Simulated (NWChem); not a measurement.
Species: Si2H4, singlet; SMILES [SiH3][SiH]

Results from NWChem. Pople sets run with spherical d functions. Low-valent species are run as closed-shell singlets; no triplet was tried in these runs. Coordinates come from a PBE0/def2-SVP optimisation. Ions are spin-unrestricted doublets at the neutral geometry. Hybrids' shares of exact exchange are those that their runs print; pure functionals count as 0. The functionals differ in more than this share.

```
row                share of exact exchange  ΔSCF ionisation energy minus −ε(HOMO) (eV)
-----------------  -----------------------  ------------------------------------------
PBE/6-31+G*                           0.00                                        2.99
B3LYP/6-31+G*                         0.20                                    withheld
BHandHLYP/6-31+G*                     0.50                                        1.18
M06-2X/6-31+G*                        0.54                                        1.21
```

Task: Fit a straight line of the last column on the one before it, predict the withheld value, and compare with the run.

Result: 
1. Means of the 3 shown rows: x = 0.347, y = 1.793. Slope Σ(x − x̄)(y − ȳ)/Σ(x − x̄)² = -0.6217/0.1811 = -3.433; intercept 2.983.
2. The shown rows scatter about the line by 0.068 (root mean square); the largest residual is -0.09, at BHandHLYP/6-31+G*.
3. At x = 0.20 (B3LYP/6-31+G*; inside the shown range) the line gives 2.30.
4. The run gives 2.32, +0.02 from the line, 0.3 times the scatter. The line crosses zero at a share of 0.87, outside the shown range.
